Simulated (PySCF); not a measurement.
This PySCF input asks for the NMR shieldings of SMILES C=CCOC(=O)[SiH2]S[SiH3], C$_{4}$H$_{10}$O$_{2}$SSi$_{2}$; the geometry comes from GFN2-xTB.

```python
import basis_set_exchange as bse
import numpy as np
from pyscf import gto, dft
from pyscf.prop import nmr

atoms = """
C    -2.777683    0.502753   -0.750989
C    -2.752355    0.013799    0.473011
C    -1.716944   -0.928677    1.009435
O    -0.717232   -1.271246    0.046018
C     0.370927   -0.522199   -0.024714
O     0.594524    0.418193    0.709951
Si    1.534723   -1.126558   -1.414591
S     3.313465   -0.024928   -1.179604
Si    2.956233    1.514338    0.351012
H    -2.030617    0.245542   -1.483619
H    -3.548293    1.181127   -1.071259
H    -3.508607    0.276793    1.199570
H    -1.229496   -0.476755    1.882875
H    -2.181879   -1.874612    1.304494
H     1.760130   -2.550387   -1.218194
H     0.872235   -0.838858   -2.682396
H     2.877160    0.876176    1.651457
H     4.254092    2.178929    0.231185
H     1.919813    2.415822   -0.114504
"""
names = dict.fromkeys(["C", "O", "Si", "S", "H"], "pcSseg-1")
basis = {el: gto.basis.parse(bse.get_basis(n, elements=[el], fmt="nwchem")) for el, n in names.items()}
mol = gto.M(atom=atoms, basis=basis, charge=0, verbose=0)
mf = dft.RKS(mol, xc="PBE0")
mf.grids.level = 2
mf.grids.alignment = dft.numint.BLKSIZE   # the property module wants whole blocks of grid points
mf.conv_tol = 1e-9
mf.kernel()

calc = nmr.RKS(mf)   # GIAO
C = mf.mo_coeff
Co = C[:, mf.mo_occ > 0]
resp = mf.gen_response(singlet=True, hermi=2)
def vind(x):   # induced exchange potential for any number of trial vectors
    d = np.einsum("pi,xij,qj->xpq", C, 2 * x.reshape(-1, C.shape[1], Co.shape[1]), Co, optimize=True)
    return np.einsum("xpq,pi,qj->xij", resp(d - d.transpose(0, 2, 1)), C, Co, optimize=True).ravel()
mo1, _ = nmr.rhf.solve_mo1(calc, with_cphf=vind)
sigma = calc.kernel(mo1)
for i, s in enumerate(sigma):   # ppm
    w = np.linalg.eigvalsh((s + s.T) / 2)
    print("%2d %-2s iso %8.1f  s11 %8.1f  s22 %8.1f  s33 %8.1f" % (i, mol.atom_pure_symbol(i), w.mean(), *w))
```

Problem. What does it print?

Solution. 
```
 0 C  iso     67.3  s11    -48.6  s22     72.4  s33    178.2
 1 C  iso     46.3  s11    -71.4  s22     60.5  s33    149.8
 2 C  iso    119.4  s11     83.7  s22    121.4  s33    153.0
 3 O  iso    108.3  s11    -87.6  s22    181.6  s33    230.9
 4 C  iso     -5.0  s11   -102.8  s22     17.3  s33     70.3
 5 O  iso   -162.0  s11   -516.8  s22   -258.2  s33    289.0
 6 Si iso    398.6  s11    354.8  s22    370.6  s33    470.2
 7 S  iso    856.3  s11    775.5  s22    877.0  s33    916.4
 8 Si iso    403.8  s11    363.9  s22    397.8  s33    449.7
 9 H  iso     26.3  s11     23.4  s22     25.1  s33     30.3
10 H  iso     26.2  s11     23.8  s22     25.4  s33     29.4
11 H  iso     25.7  s11     24.2  s22     25.8  s33     27.1
12 H  iso     25.8  s11     21.6  s22     26.2  s33     29.5
13 H  iso     27.2  s11     22.4  s22     26.8  s33     32.5
14 H  iso     26.7  s11     22.4  s22     25.1  s33     32.5
15 H  iso     26.6  s11     22.3  s22     25.0  s33     32.4
16 H  iso     26.6  s11     23.0  s22     25.0  s33     31.9
17 H  iso     27.1  s11     22.8  s22     25.4  s33     33.1
18 H  iso     26.6  s11     23.0  s22     25.1  s33     31.6
```

These numbers come from an equivalent density-fitted implementation of the same equations, which agrees with the script to about 0.01 ppm for H and up to a few tenths of a ppm for heavy atoms, so last digits may differ.

Problem. Turn these shieldings into chemical shifts. References, each an isolated molecule treated in the same way: $^{13}$C (σ = 186.93 ppm), $^{29}$Si (σ = 349.16 ppm), $^{1}$H (σ = 31.72 ppm) vs TMS; H2O for $^{17}$O (σ = 336.08 ppm); $^{33}$S (σ = 503.73 ppm) vs CS2.

Solution. Averaging equivalent atoms: C 4: 192.0; C 1: 140.6; C 0: 119.6; C 2: 67.6; O 5: 498.1; O 3: 227.8; Si 6: -49.4; Si 8: -54.6; S 7: -353; H 11: 6.05; H 10: 5.53; H 9: 5.45; H 12/13: 5.22; H 14/15: 5.09; H 16/17/18: 4.95 ppm. Unscaled 17O shifts of doubly bonded oxygen tend to come out too high, by tens of ppm or more. Experimental scales use liquid or dissolved standards, which lie at an offset from isolated H2O (liquid H2O: subtract about 36 ppm).

Size and cost of the density-fitted run: 224 basis functions, 110 s wall time on 1 thread of an Arm Neoverse N1, shared host; peak memory 1.1 GiB.
